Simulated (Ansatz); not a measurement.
CH₂BNO₃ (SMILES O=C=NB(O)O), singlet, geometry from GFN2-xTB, with bond 4-3 at 2.4 times its length; SC-NEVPT2/6-31G, CASSCF(2,2) run with Ansatz (an electronic-structure program).

Here is a job for Ansatz.
Ansatz 0.2 input:
```yaml
crystal:
  periodic: [false, false, false]
  atoms:
    - {symbol: B, position_ang: [0.88220237, 0.46070723, 0.14584955]}
    - {symbol: N, position_ang: [-0.26367344, -0.42372177, 0.10089282]}
    - {symbol: C, position_ang: [-1.35831183, -0.78155806, -0.18808291]}
    - {symbol: O, position_ang: [-3.87340381, -1.80735920, -0.74918916]}
    - {symbol: O, position_ang: [0.87091585, 1.65742213, -0.46350945]}
    - {symbol: H, position_ang: [0.07543134, 1.90567153, -0.93027289]}
    - {symbol: O, position_ang: [1.98108421, 0.07970981, 0.80986509]}
    - {symbol: H, position_ang: [1.94327600, -0.77906088, 1.22744523]}
basis:
  gaussian:
    orbitals: 6-31G
magnetization: {spin_polarized: false}
correlation: {method: sc_nevpt2, electrons: all, active_space: {window: {electrons: 2, orbitals: 2}}}
```

What the program printed (banner, timings and long lists left out):

```
Functional definition: HF
674 factors; integrals over basis functions are off by at most 2.5e-4 eV
mean field evaluation 1: about -9301.6645 eV, gradient 7.1e1 eV
mean field evaluation 2: about -9301.6730 eV, gradient 7.1e1 eV
mean field evaluation 4: about -9306.0993 eV, gradient 6.1e1 eV
mean field evaluation 8: about -9321.1425 eV, gradient 2.3e0 eV
mean field evaluation 16: about -9321.1654 eV, gradient 1.9e-6 eV
mean field evaluation 32: about -9320.7536 eV, gradient 2.0e-2 eV
mean field evaluation 64: about -9321.1648 eV, gradient 2.5e-1 eV
mean field evaluation 96: about -9301.7358 eV, gradient 7.1e1 eV
mean field -9321.16544512 eV, -342.5465119953 hartree, gradient 1.9e-6 eV, S^2 0.000000; 10 other end points of the search recorded, 0 dependent functions left out; unrestricted orbitals would lower it
reference -9321.16544512 eV, -342.5465119953 hartree; 22, 22 occupied and 36, 36 virtual orbitals, 674 factors
state -9321.80971866 eV, -342.5701886112 hartree
state -9321.80971866 eV, -342.5701886112 hartree; corrected -9336.08227962 eV, -343.0946955523 hartree
state -9321.67932893 eV, -342.5653968770 hartree
state -9321.67932893 eV, -342.5653968770 hartree; corrected -9336.25865268 eV, -343.1011771428 hartree
state -9321.67932893 eV, -342.5653968770 hartree; corrected -9336.25865268 eV, -343.1011771428 hartree
the orbitals are reached from a further start. From the first start the search ends at -9321.80970737 eV, -342.5701881963 hartree
WARN: the results are in doubt because another end's mean lies 0.130 eV lower, and its corrected mean 0.176 eV higher
Total energy: -9336.25865268 eV, -343.1011771428 hartree
In doubt: another end's mean lies 0.130 eV lower, and its corrected mean 0.176 eV higher
```
